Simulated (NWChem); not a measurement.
System: CH3F3Si; SMILES F[SiH2]C(F)F

```xyz
8

F     -0.9775    -1.6146     0.0000
Si     0.5118    -0.9757     0.0000
C      0.3695     0.9333     0.0000
F     -0.3056     1.3523    -1.1010
F     -0.3056     1.3523     1.1010
H      1.2210    -1.4023     1.2347
H      1.2210    -1.4023    -1.2347
H      1.3580     1.4357     0.0000
```
Atoms are numbered in this order, from 1.

Program: NWChem. Pople sets run with spherical d functions. Structure relaxed at the PBE0/def2-SVP level. Atomic charges in e: unrestrained fits to the electrostatic potential beside Mulliken populations; buried atoms are poorly determined by the fit.

For level B3LYP/def2-SVP:

- Mulliken F1: -0.33
- ESP Si2: 0.57
- Mulliken Si2: 0.70
- Mulliken C3: 0.27
- Mulliken F4: -0.23
- Mulliken F5: -0.23

Task: What are these values for level Hartree-Fock/6-31G*?

Result: The Mulliken F1 is -0.53 and the ESP Si2 is 0.68. The Mulliken Si2 comes out as 1.09, the Mulliken C3 is 0.45 and the Mulliken F4 is -0.43. The Mulliken F5 is -0.43.
